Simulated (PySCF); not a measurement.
## The potential of point charges around `CC[SiH2][C@H](Cl)CF`

Species: `CC[SiH2][C@H](Cl)CF`. Coordinates (GFN2-xTB, Å) and charges (e) from the PBE0/pcSseg-1 density (PySCF):

```csv
atom,x,y,z,Mulliken,IAO,Hirshfeld,ESP-fitted
C1,2.597,-0.717,-0.639,-0.2909,-0.4113,-0.1162,-0.3773
C2,1.095,-0.636,-0.893,-0.5749,-0.5361,-0.1567,+0.0935
Si3,0.292,0.816,0.028,+0.7083,+0.7581,+0.3275,+0.3656
C4,-1.584,0.923,-0.387,-0.5576,-0.3767,-0.0890,-0.4487
Cl5,-2.228,2.354,0.463,-0.1260,-0.0992,-0.0471,-0.1093
C6,-2.404,-0.267,0.070,+0.2240,+0.0443,+0.0143,+0.1326
F7,-1.989,-1.395,-0.596,-0.3353,-0.3259,-0.1037,-0.2372
H8,3.035,-1.556,-1.174,+0.1231,+0.1447,+0.0430,+0.0963
H9,2.800,-0.845,0.422,+0.1162,+0.1374,+0.0394,+0.0902
H10,3.092,0.194,-0.966,+0.1157,+0.1371,+0.0387,+0.0939
H11,0.632,-1.577,-0.593,+0.1570,+0.1566,+0.0359,+0.0277
H12,0.922,-0.541,-1.967,+0.1434,+0.1474,+0.0406,+0.0059
H13,0.379,0.660,1.483,-0.0610,-0.1194,-0.0770,-0.0719
H14,0.855,2.103,-0.388,-0.0634,-0.1157,-0.0780,-0.0887
H15,-1.766,1.098,-1.449,+0.1834,+0.1674,+0.0446,+0.2453
H16,-3.470,-0.144,-0.149,+0.1233,+0.1482,+0.0429,+0.0913
H17,-2.266,-0.457,1.139,+0.1149,+0.1431,+0.0410,+0.0909
```

Points outside the species (Å): A (3.2, -3.4, -3.5); B (2.1, -2.7, -8.6); C (0.8, 6.0, -1.4).

Find the potential V = 14.3996 V·Å × Σ q/r of each set of charges at these points.

In volts:

```csv
point,nearest atom,distance (Å),Mulliken,IAO,Hirshfeld,ESP-fitted
A,H8,2.97,-0.051,-0.082,-0.005,+0.085
B,H12,7.07,-0.040,-0.037,-0.002,+0.028
C,H14,4.03,+0.011,+0.041,-0.006,-0.076
```

How far are the other sets from the ESP-fitted one at these points?

Root-mean-square difference: Hirshfeld 0.068 V, Mulliken 0.101 V, IAO 0.124 V. The ESP scheme is a least-squares fit of atom-centred charges to the potential on four shells outside the van der Waals surface, with the total charge fixed.

What energy would a point charge of +3 e have at A in the field of the ESP charges, leaving out polarisation?

+0.255 eV = +24.6 kJ/mol, a repulsion.

One conformer (not necessarily the lowest) at the GFN2-xTB geometry, without solvent, vibrations or thermal averaging.

Shape of the structure used: `[CH3:1][CH2:2][SiH2:3][C@H:4]([Cl:5])[CH2:6][F:7]`: C1–C2–Si3–C4 177°, C2–Si3–C4–Cl5 -178°, Si3–C4–C6–F7 -64°.
